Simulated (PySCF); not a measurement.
A structure optimised at B3LYP-D3(BJ)/def2-SVP, used in a PySCF frequency run:

```xyz
3

In     0.0000     0.0000     0.0000
I      0.0000     0.0000    -2.5929
I      0.0000     0.0000     2.5929
```
Charge +1, spin multiplicity 1.

**Question.** Write its SMILES, formula and point group.

**Answer.** [I][In+][I], I2In, D∞h

**Question.** What are its rotational constants (standard atomic weights)?

**Answer.** 0.29617 GHz (linear rotor, B only)
